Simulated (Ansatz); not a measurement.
Which is lower?

Two isomers of CH3AlS2, singlet, relaxed at PBE0-D4/def2-TZVP (vibrations not checked).

A:

```xyz
7
angstrom
S -2.6448 0.2067 -0.1843
Al -0.4876 0.1285 -0.0977
C 1.1717 -0.6229 0.4564
S 1.3863 0.9380 -0.6416
H -2.6226 1.3067 -0.9596
H 1.6090 -1.4962 -0.0206
H 1.5880 -0.4608 1.4474
```

B:

Al1  (-0.547, 0.940, -0.271)
C2  (0.716, -0.334, 0.529)
S3  (1.245, -1.459, -0.762)
S4  (-0.634, -1.518, 0.072)
H5  (-0.337, 1.291, -1.795)
H6  (-1.576, 1.635, 0.718)
H7  (1.133, -0.555, 1.508)
(Å)

Computed with Ansatz 0.2.0 (basis: def2-TZVPP); correlated methods freeze the cores. B3LYP uses VWN-RPA correlation.

Question: Which structure is lower at CCSD(T), and by how much? (An estimate is asked for; the value comes from the calculation.)

Answer: The calculation gives: A, by 2.091 eV (electronic energy, against the other). By their contacts, A is CH₃AlS₂ ([SH][Al]1[CH2][S]1) and B is CH₃AlS₂ ([AlH2]1[CH]2[S][S]12).

All methods give the same order:

```csv
method,E(B) − E(A) (eV)
PBE-D4,1.987
r2SCAN-D4,2.126
PBE0-D4,2.075
B3LYP-D4,2.092
wB97M-V,2.070
HF,2.314
MP2,2.031
CCSD,2.160
CCSD(T),2.091
```

The T1 diagnostic stays at or below 0.013.

Labels in which every atom is bracketed show which atoms are joined, not bond orders.
